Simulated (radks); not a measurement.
Results of a calculation; reference values are marked as such.
All-electron atom: the mercury ion Hg59+ in [Ar] 3d3 (the NIST ground configuration).

Level of theory: scalar-relativistic Kohn-Sham, exchange-only LDA, spin-polarised, spherical densities, point nucleus; open shells are filled with parallel spins first (spin-orbit coupling, left out, can overturn this in heavy ions) (a radial shooting solver on a logarithmic mesh with Libxc functionals).

Energy parts (eV):
total: -438343.70
kinetic: 502356.95
electron-nucleus: -989723.81
Hartree: 54493.28
exchange: -5470.12

Orbitals (lengths in bohr, moments of r in powers of bohr):
orbital  occ.  eigenvalue (eV)      <r>  <1/r>       <r^4>
1s up       1        -87358.79  0.01659  97.59   3.994e-07
1s down     1        -87358.21  0.01659  97.59   3.993e-07
2s up       1        -18877.79  0.06954  23.03  0.00005647
2s down     1        -18859.49  0.06950  23.04  0.00005635
2p up       3        -16868.60  0.06284  20.39  0.00004570
2p down     3        -16853.48  0.06279  20.40  0.00004556
3s up       1        -7180.668   0.1717  9.036    0.001666
3s down     1        -7159.746   0.1719  9.018    0.001674
3p up       3        -6593.730   0.1707  8.275    0.001730
3p down     3        -6572.819   0.1709  8.258    0.001740
3d up       3        -6071.069   0.1519  7.789    0.001183
3d down     0        -6045.143   0.1521  7.778    0.001193

The highest occupied level is 3d up at -6071.1 eV. Summed over all electrons, <r^2> = 0.3908 bohr^2, which gives a Langevin (diamagnetic) susceptibility term of -0.31 x 10^-6 cm^3/mol. Spin moment in Bohr magnetons: 3. For comparison, the ionisation energy in NIST's Atomic Spectra Database is 6192 eV (theoretical). In exact Kohn-Sham theory the highest level is minus the ionisation energy, but local and semilocal functionals leave it too shallow, through self-interaction and a potential that decays too fast; potentials with the right tail come closer.
